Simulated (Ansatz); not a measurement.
Caution, from a PySCF single point (PBE0-D3(BJ)/def2-TZVPD) at this geometry: the highest occupied level lies above zero, so the state may not be bound. Caution, from a PySCF single point (PBE0-D3(BJ)/def2-TZVPD) at this geometry: the restricted solution is unstable towards spin-unrestricted or complex orbitals, so a lower solution exists and this singlet may not be the ground state. This singlet lies 0.06 eV below the relaxed triplet at the level B3LYP/aug-cc-pVTZ // PBE0-D3(BJ)/def2-TZVPD (Ansatz, a first-principles code); other levels give the other order.

A geometry relaxed with PBE0-D3(BJ)/def2-TZVPD (Ansatz), charge -1, multiplicity 1:

```xyz
6

O      2.1986    -0.1905     0.3324
H      2.2927     0.3707    -0.4390
H     -1.9140     0.9218     0.3900
H     -1.8730    -0.7185    -0.7948
B     -1.2121     0.1289    -0.2163
Al     0.5079    -0.5124     0.7278
```

Task: Write the SMILES of this molecule.

Result: `[BH2][Al-][OH]`
